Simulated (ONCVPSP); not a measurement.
krypton (Kr), ONCV: configuration errors across variants

ONCVPSP 4.0.1 input, shortened (lines: element, Z, core and valence counts, functional; n l f; lmax; l rc ep ncon nbas qcut; lloc lpopt rc5 dvloc0; l nproj debl; icmod fcfact rcfact), PBEsol, fully relativistic:

```
  Kr 36.00    5    3  -116133      upf
    1    0    2.00
    2    0    2.00
    2    1    6.00
    3    0    2.00
    3    1    6.00
    3    2   10.00
    4    0    2.00
    4    1    5.75
    2
    0    1.35    0.00    4    7    3.80
    1    1.35    0.00    4    9    6.50
    2    0.95    0.00    4    8   19.40
    4    5    0.95   -1.00
    0    2    2.70
    1    1    3.10
    2    2    0.70
    0    0.00    0.00
```

Open shells are filled in proportion to 2j + 1.

In the d channel the program set the typed energies aside and used -3.073, 0.250 Ha (j = l + 1/2; the other j can differ).

All-electron excitation energies from the reference (eV): (1) 3d10 4s2 4p6 -2.616; (2) 3d10 4s2 4p5 11.675; (3) 3d10 4s2 4p4 36.860; (4) 3d10 4s1 4p6 26.171.

2 further variants failed, have other tests or too few solved ones, and are left out.

Errors AE − PS in meV (a dash: test not solved or not reliable):

| change | (1) | (2) | (3) | (4) | bound ghosts | GHOST(+) flags above zero |
| --- | --- | --- | --- | --- | --- | --- |
| base | +0.3 | +3.4 | +23 | +10 | none | s, p3/2 |
| s: qcut 2.5; p: qcut 4.3; d: qcut 12.9 | +0.3 | +3.7 | +25 | +12 | none | s, p3/2, p1/2 |
| s: qcut 2.8; p: qcut 4.7; d: qcut 14.1 | +0.3 | +3.7 | +24 | +12 | none | s, p3/2, p1/2 |
| s: qcut 3.1; p: qcut 5.4; d: qcut 16 | +0.3 | +3.5 | +24 | +11 | none | s, p3/2, p1/2 |
| s: qcut 3.5; p: qcut 6; d: qcut 18 | +0.3 | +3.4 | +23 | +10 | none | s, p3/2 |
| s: qcut 3.9; p: qcut 6.6; d: qcut 19.7 | +0.3 | +3.4 | +23 | +10 | none | s, p3/2 |
| s: qcut 4.1; p: qcut 7.1; d: qcut 21.2 | +0.3 | +3.4 | +23 | +11 | none | s, p3/2 |
| s: qcut 5.2; p: qcut 8.9; d: qcut 26.7 | +0.3 | +3.5 | +24 | +13 | none | s, p3/2 |

Task: Give the same row for: s: qcut 4.4; p: qcut 7.6; d: qcut 22.7.

Result: +0.3, +3.4, +23, +11; bound ghosts: none; GHOST(+) flags above zero: s, p3/2.
